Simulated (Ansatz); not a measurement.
Mulliken charges of `B1C=NCN1` from r2SCAN/def2-TZVPP in Ansatz (PBE0-D4/def2-TZVP geometry).

```
atom   x (Å)   y (Å)   z (Å)  charge (e)
  B1   0.104   1.135  -0.458       0.011
  C2   1.183   0.510   0.498      -0.040
  N3   0.869  -0.686   0.845      -0.286
  C4  -0.378  -1.040   0.230       0.214
  N5  -0.812   0.095  -0.556      -0.231
  H6   0.013   2.194  -0.996       0.004
  H7   2.112   0.924   0.888       0.056
  H8  -0.231  -1.934  -0.388       0.059
  H9  -1.103  -1.298   1.012       0.058
 H10  -1.674   0.050  -1.072       0.154
```

Problem. By hand: the dipole of these point charges (1 e Å = 4.8032 D).

Solution. Σ q r = (-0.405, -0.177, -0.173) e Å, of length 0.475 e Å = 2.28 D.

Problem. How does the dipole of the full density compare? (Estimate.)

Solution. Ansatz gave: (-0.424, -0.060, -0.236) e Å, 2.35 D; the point charges give 0.97 times that, at 16° from its direction.

Point charges leave out the atoms' own dipoles, such as those of lone pairs, and Mulliken's split depends on the basis, so the close match here is no proof of good charges.
